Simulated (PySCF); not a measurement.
## BeAs: energy against distance

Set-up: Be 6-31G(d,p), As 6-31G(d,p); no relativity (PySCF 2.14). Energies in eV from Be + As in their ground configurations at the same level. All curves are PBE0. state 1: ⁴Σ⁻ (quartet), unpaired electrons σ ↑, π ↑↑; state 2: Ms = 0.5 determinant of mixed spin (⟨S²⟩ near 1.8), unpaired electrons σ ↓, π ↑↑, a second solution, started from another occupation; state 3: ²Π (doublet), unpaired electrons π ↑, a second solution, started from another occupation; state 4: Ms = 0.5 determinant of mixed spin (⟨S²⟩ near 1.8), unpaired electrons σ ↑, π ↑↓, a mixture of terms (⟨Lz²⟩ = 2.0), a second solution, started from another occupation.

```
R (Å)  state 1  state 2  state 3  state 4
1.883   -0.843   -0.695   -0.964   -0.442
1.970   -1.170   -1.030   -1.078   -0.770
2.058   -1.350   -1.213   -1.067   -0.949
2.123   -1.412   -1.276   -1.003   -1.009
2.189   -1.429   -1.291   -0.905   -1.022
2.255   -1.410   -1.268   -0.782   -0.999
2.342   -1.346   -1.194   -0.596   -0.925
2.452   -1.223   -1.052   -0.341   -0.787
2.583   -1.045   -0.840   -0.029   -0.584
2.758   -0.800   -0.530    0.369   -0.297
```

Question: Put a parabola through the three lowest points of the state 1 curve and estimate Re, k and ωe (reduced mass 8.045 u; 1 eV/Å² = 0.16022 mdyn/Å; ωe = 1302.8·√(k/μ) cm⁻¹).

Answer: Through R = 2.123, 2.189, 2.255 Å the second-order coefficient is 4.13 eV/Å², so Re ≈ 2.187 Å, k ≈ 1.32 mdyn/Å and ωe ≈ 529 cm⁻¹. A polynomial fit of higher order to the unrounded PBE0 energies gives Re = 2.184 Å, k = 1.33 mdyn/Å, ωe = 530 cm⁻¹; anharmonicity and rounding make the difference.

The higher-order fit for each curve: state 1: Re = 2.184 Å, ωe = 530 cm⁻¹, De = 1.43 eV; state 2: Re = 2.179 Å, ωe = 552 cm⁻¹, minimum 1.29 eV below the ground-state fragments; state 3: Re = 2.003 Å, ωe = 684 cm⁻¹, minimum 1.09 eV below the ground-state fragments; state 4: Re = 2.177 Å, ωe = 548 cm⁻¹, minimum 1.02 eV below the ground-state fragments.

⟨S²⟩ of the unrestricted solution departs from its pure value on part of the curve, where spin states mix. Spin–orbit coupling is left out. The state is the lowest determinant that a PBE0 search found; another state may lie lower at other levels.
